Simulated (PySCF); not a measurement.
A structure optimised at GFN2-xTB (Å):
```
atom  x, y, z in Å
O1    -2.2188   -1.0316   -0.5245
C2    -1.9678   -0.0081    0.0325
C3    -0.5715    0.5719    0.2757
O4    -0.4497    1.6259    0.8526
C5     0.5848   -0.2027   -0.2179
F6     0.3686   -1.3610   -0.8505
C7     1.8625    0.1922   -0.0678
F8     2.9012   -0.4841   -0.5016
F9     2.2362    1.2946    0.5264
H10   -2.7366    0.6650    0.4527
```

Neutral, closed shell.

(1) Which heavy atoms are bonded, and with what formal order?

(2) Write the SMILES.

(3) Name the point group.

(4) Classify the heavy atoms.

(5) What is the arrangement about C5?

(6) What is the arrangement about C3?

## Answers

(1) O1–C2 1.19 Å (double); C2–C3 1.53 Å (single); C3–O4 1.21 Å (double); C3–C5 1.48 Å (single); C5–F6 1.34 Å (single); C5–C7 1.35 Å (double); C7–F8 1.31 Å (single); C7–F9 1.31 Å (single). Bonds to hydrogen (Å): C2–H10 1.10.

(2) `O=CC(=O)C(F)=C(F)F`, C4HF3O2. Among its features: aldehyde, ketone, C=C double bond and C–F bond.

(3) Cs (every atom within 0.08 Å of its image).

(4) O1: aldehyde oxygen; C2: aldehyde carbon; C3: ketone carbonyl carbon; O4: ketone oxygen; C5: vinylic C–F carbon; F6: vinyl fluorine; C7: =CF2 carbon; F8: vinyl fluorine; F9: vinyl fluorine.

(5) It has 3 neighbours (C3, F6, C7) and is planar (angles 123.5°, 119.1° and 117.4°, sum 360.0°, 0.00 Å off the plane of its three neighbours).

(6) It has 3 neighbours (C2, O4, C5) and is planar (angles 122.6°, 119.9° and 117.5°, sum 360.0°, 0.00 Å off the plane of its three neighbours).

The numbers are calculated, not measured.
